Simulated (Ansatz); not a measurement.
Ansatz (a quantum-chemistry and plane-wave program) input (CCSD(T)/aug-cc-pVDZ):

Ansatz 0.2 input:
```yaml
crystal:
  periodic: [false, false, false]
  atoms:
    - {symbol: B, position_ang: [-0.00000000, -0.00000000, -0.73975084]}
    - {symbol: O, position_ang: [0.00000000, 0.00000000, 0.46234428]}
basis:
  gaussian:
    orbitals: aug-cc-pVDZ
magnetization: {spin_polarized: true, initial_magnetization: 1}
correlation: {method: ccsd_t, electrons: outside_noble_gas}
output: {forces: true}
```

Output:

```
Functional definition: HF
integrals: 0.02 GiB planned
449 factors; integrals over basis functions are off by at most 6.3e-4 eV
mean field: 0.07 GiB planned
mean field evaluation 1: about -2704.1392 eV, gradient 3.0e1 eV
mean field evaluation 2: about -2704.1403 eV, gradient 3.0e1 eV
mean field evaluation 4: about -2708.1244 eV, gradient 3.1e0 eV
mean field evaluation 8: about -2708.3995 eV, gradient 3.8e-1 eV
mean field evaluation 16: about -2705.0544 eV, gradient 2.9e1 eV
mean field evaluation 32: about -2707.6481 eV, gradient 7.1e0 eV
mean field evaluation 64: about -2704.0658 eV, gradient 3.3e0 eV
mean field evaluation 96: about -2705.6997 eV, gradient 6.2e-3 eV
mean field -2708.40866746 eV, -99.5321827037 hartree, gradient 2.1e-6 eV, S^2 0.800623; 3 other end points of the search recorded, 0 dependent functions left out
determinant -2708.40866746 eV, -99.5321827037 hartree, with singles and doubles -2715.30975256 eV, -99.7857929034 hartree
determinant -2705.69973504 eV, -99.4326312737 hartree, with singles and doubles -2711.87572295 eV, -99.6595946431 hartree
2 core orbitals not correlated
reference -2708.40866746 eV, -99.5321827037 hartree; 5, 4 occupied and 39, 40 virtual orbitals, 449 factors
densities: 0.14 GiB planned
second order -6.81576363 eV of doubles, -0.00000000 eV of singles
coupled cluster: 0.12 GiB planned
cycle   1  -6.89346547 eV  change   -1.8e-1 eV  update   2.1e-2
cycle   2  -6.91152746 eV  change   -1.8e-2 eV  update   6.2e-3
cycle   3  -6.91196386 eV  change   -4.4e-4 eV  update   3.4e-3
cycle   4  -6.91477822 eV  change   -2.8e-3 eV  update   1.3e-3
cycle   5  -6.91559292 eV  change   -8.1e-4 eV  update   6.7e-4
cycle   6  -6.91651020 eV  change   -9.2e-4 eV  update   3.1e-4
cycle   7  -6.91667364 eV  change   -1.6e-4 eV  update   1.2e-4
cycle   8  -6.91668812 eV  change   -1.4e-5 eV  update   3.7e-5
cycle   9  -6.91669210 eV  change   -4.0e-6 eV  update   1.8e-5
cycle  10  -6.91668902 eV  change    3.1e-6 eV  update   6.9e-6
cycle  11  -6.91669003 eV  change   -1.0e-6 eV  update   3.3e-6
cycle  12  -6.91669015 eV  change   -1.2e-7 eV  update   1.2e-6
perturbative correction -0.27609405 eV, -0.0101462693 hartree
the calculation of the forces begins
Total energy: -2715.60145166 eV, -99.7965126477 hartree
Atom 0 at    -0.000000    -0.000000    -0.739751 Å, force    -0.000000    -0.000000    -1.857850 eV/Å
Atom 1 at     0.000000     0.000000     0.462344 Å, force    -0.000000    -0.000000     1.857850 eV/Å
Dipole moment:    -0.000000     0.000000    -0.469604 e Å
```
